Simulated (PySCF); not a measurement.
Precursor series Mo Cl-NH2. Gas-phase values, no solvent. One relaxed conformer stands for each flexible species; it need not be the lowest.

All values below come from B3LYP-D3(BJ)/def2-TZVP // TPSS-D3(BJ)/def2-SVP (PySCF). All candidates: neutral, multiplicity 1. B3LYP has the VWN-RPA correlation part, as in Gaussian. 

```json
{
  "HOMO": "-8.91 eV",
  "LUMO": "-6.08 eV",
  "HOMO–LUMO gap": "2.83 eV"
}
```

Question: Identify which member has these values.
(A) [Mo(NH2)6]
(B) [Mo(Cl)3(NH2)3]
(C) [Mo(Cl)4(NH2)2]
(D) [Mo(Cl)6]

Answer: D, [Mo(Cl)6]. The others give [Mo(Cl)3(NH2)3]: -7.71 eV, -4.17 eV, 3.54 eV; [Mo(NH2)6]: -5.94 eV, -2.05 eV, 3.89 eV; [Mo(Cl)4(NH2)2]: -7.79 eV, -4.90 eV, 2.89 eV
